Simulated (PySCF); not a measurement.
Match the calculated data to a structure.

All candidates are C6H10O3.

| technique | computed result |
| --- | --- |
| 1H NMR | chemical shifts (computed TMS as zero) by class: 4.88 (1 H), 4.86 (1 H), 4.85 (1 H), 4.82 (1 H), 4.77 (1 H), 4.61 (1 H), 4.54 (1 H), 3.99 (1 H), 3.96 (1 H), 1.34 (1 H) ppm [GIAO PBE0/pcSseg-1] |
| 13C NMR | chemical shifts (computed TMS as zero) by class: 89.8 (1 C), 83.2 (1 C), 81.6 (1 C), 77.6 (1 C), 69.5 (1 C), 44.9 (1 C) ppm [GIAO PBE0/pcSseg-1] |
| Dipole | 1.58 D [PBE0/pcSseg-1] |
| NMR, other nuclei | isotropic shieldings of nuclei other than C and H, by class: 316 (1 O), 320 (1 O), 335 (1 O) ppm [GIAO PBE0/pcSseg-1] |
| Rotational structure | rotational constants A, B, C: 3.066, 1.140, 0.967 GHz [GFN2-xTB] |

Electronic properties: PySCF, gas phase, density fitting. Levels stand in brackets. One conformer (not necessarily the lowest) at the GFN2-xTB geometry, without solvent, vibrations or thermal averaging. NMR classes are plain means over equivalent atoms (diastereotopic ones count apart unless rotation or inversion swaps them), as if these changed places fast.

Question: Which candidate is it?
A. `C=CCOC(=O)[C@H](C)O`
B. `CC(=O)O[C@@H]1CC[C@H]1O`
C. `OC[C@@H]1OCC12COC2`

Answer: C. It is `OC[C@@H]1OCC12COC2`. Numbering: `[OH:1][CH2:2][C@@H:3]1[O:4][CH2:5][C:6]12[CH2:7][O:8][CH2:9]2`. Its formula, C6H10O3, gives 2 degrees of unsaturation: 2 rings and 0 π bonds in the structure found. 6 carbons fall into 6 classes; from least to most shielded: ring sp3 carbon bound to oxygen [C3] (89.8 ppm), ring sp3 carbon bound to oxygen [C7] (83.2 ppm), ring sp3 carbon bound to oxygen [C5] (81.6 ppm), ring sp3 carbon bound to oxygen [C9] (77.6 ppm), carbinol carbon (C–OH) [C2] (69.5 ppm), sp3 carbon at a ring junction [C6] (44.9 ppm). Hydrogen classes from least to most shielded: 1 H on an sp3 carbon bound to oxygen, C7 (4.88 ppm), 1 H on an sp3 carbon bound to oxygen, C5 (4.86 ppm), 1 H on an sp3 carbon bound to oxygen, C7 (4.85 ppm), 1 H on an sp3 carbon bound to oxygen, C9 (4.82 ppm), 1 H on an sp3 carbon bound to oxygen, C5 (4.77 ppm), 1 H on an sp3 carbon bound to oxygen, C3 (4.61 ppm), 1 H on an sp3 carbon bound to oxygen, C9 (4.54 ppm), 1 H on a carbinol carbon (C–OH), C2 (3.99 ppm), 1 H on a carbinol carbon (C–OH), C2 (3.96 ppm), 1 H on an alcohol oxygen, O1 (1.34 ppm). The other shieldings belong to: 316 ppm, cyclic ether oxygen [O4]; 320 ppm, alcohol oxygen [O1]; 335 ppm, cyclic ether oxygen [O8]. The optimised geometry has point group C1 and is an asymmetric top.

The others, at the same levels:
- `C=CCOC(=O)[C@H](C)O` fails: its computed 13C shifts are 186.5 (1 C), 142.3 (1 C), 125.7 (1 C), 71.0 (1 C), 70.7 (1 C), 25.8 (1 C) ppm, 1H shifts are 6.41 (1 H), 5.71 (1 H), 5.59 (1 H), 5.58 (1 H), 4.32 (1 H), 4.12 (1 H), 2.58 (1 H), 1.35 (3 H) ppm and rotational constant A is 3.916 GHz (against 3.066 GHz).
- `CC(=O)O[C@@H]1CC[C@H]1O` fails: its computed 13C shifts are 179.0 (1 C), 82.4 (1 C), 77.8 (1 C), 23.1 (1 C), 23.0 (1 C), 20.3 (1 C) ppm, 1H shifts are 4.35 (1 H), 4.20 (1 H), 3.33 (1 H), 2.24 (1 H), 2.23 (1 H), 2.16 (3 H), 1.80 (1 H), 1.77 (1 H) ppm and smallest rotational constant is 0.911 GHz (against 0.967 GHz).

Each candidate is one conformer, not necessarily the lowest. The conformers computed, where there is a choice (atom-mapped SMILES and torsion angles):
- `[OH:1][CH2:2][C@@H:3]1[O:4][CH2:5][C:6]12[CH2:7][O:8][CH2:9]2`: O1–C2–C3–O4 -64°, H–O1–C2–C3 50°
- `[CH3:1][C:2](=[O:3])[O:4][C@@H:5]1[CH2:6][CH2:7][C@H:8]1[OH:9]`: C1–C2–O4–C5 180°, C2–O4–C5–C6 163°, H–O9–C8–C7 163°

The conformers of `C=CCOC(=O)[C@H](C)O` aren't listed.
